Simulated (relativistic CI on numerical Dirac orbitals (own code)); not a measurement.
**How the errors of a small relativistic CI change along the 13-electron sequence**

Levels calculated with a relativistic CI code on KLI orbitals, against measured ones, in five cumulative steps: (1) Dirac-Coulomb, each configuration alone; (2) with Breit and QED terms; (3) with configuration mixing; (4) with scaled Slater integrals; (5) with a P86 correlation estimate. Each ion has its own short list of configurations; levels above 2,000 cm⁻¹ that pair in every step are counted, and ions without enough such levels are left out. The scale is 0.85 up to charge 4 and 0.9 beyond; P86 is a density functional added for each configuration.

Median relative error (%):

| Ion | Ground | Levels | (1) | (2) | (3) | (4) | (5) |
| --- | --- | --- | --- | --- | --- | --- | --- |
| Al I | 3s2 3p | 14 | 9.2 | 9.2 | 5.5 | 2.4 | 12.5 |
| Si II | 3s2 3p | 45 | 7.9 | 7.9 | 3.3 | 2.0 | 2.6 |
| P III | 3s2 3p | 10 | 5.8 | 5.8 | 3.4 | 1.0 | 0.7 |
| S IV | 3s2 3p | 61 | 4.9 | 5.0 | 1.0 | 0.5 | 1.3 |
| Ar VI | 3s2 3p | 39 | 4.0 | 4.1 | 1.1 | 0.5 | 0.8 |
| K VII | 3s2 3p | 66 | 2.9 | 3.0 | 1.0 | 0.6 | 0.9 |

Mean absolute error (cm⁻¹):

| Ion | (1) | (2) | (3) | (4) | (5) |
| --- | --- | --- | --- | --- | --- |
| Al I | 4276 | 4283 | 2258 | 1034 | 4363 |
| Si II | 7251 | 7275 | 3868 | 2410 | 3893 |
| P III | 7579 | 7605 | 4404 | 2097 | 3411 |
| S IV | 10112 | 10201 | 4191 | 2094 | 4315 |
| Ar VI | 11371 | 11465 | 4779 | 2693 | 4205 |
| K VII | 12294 | 12526 | 5720 | 3354 | 5080 |

In step (3), fully ab initio, the relative error is 5.5 % for Al I and 1.0 % for K VII, while the absolute error goes from 2258 to 5720 cm⁻¹. Level energies grow with the charge (linearly within a shell, quadratically where n changes), mostly faster than the correlation that the model misses, so the relative error falls. The sets of levels differ from ion to ion, which blurs the trend. Mixing (step 3) lowers the mean absolute error for 6 of the 6 ions and scaling (step 4) for 6. The P86 step changes the mean absolute error by a factor of 4.2 for the first ion and 1.5 for the last.

Sources of the measured levels: Al I, NIST Handbook of Basic Atomic Spectroscopic Data (Sansonetti and Martin, J. Phys. Chem. Ref. Data 34, 1559 (2005)); Si II, NIST Handbook of Basic Atomic Spectroscopic Data (Sansonetti and Martin, J. Phys. Chem. Ref. Data 34, 1559 (2005)); P III, Martin, Zalubas and Musgrove, J. Phys. Chem. Ref. Data 14, 751 (1985); S IV, NIST levels in Podobedova, Kelleher and Wiese, J. Phys. Chem. Ref. Data 38, 171 (2009); Ar VI, Saloman, J. Phys. Chem. Ref. Data 39, 033101 (2010); K VII, Sansonetti, J. Phys. Chem. Ref. Data 37, 7 (2008). Some J values or terms were assigned by a fit.
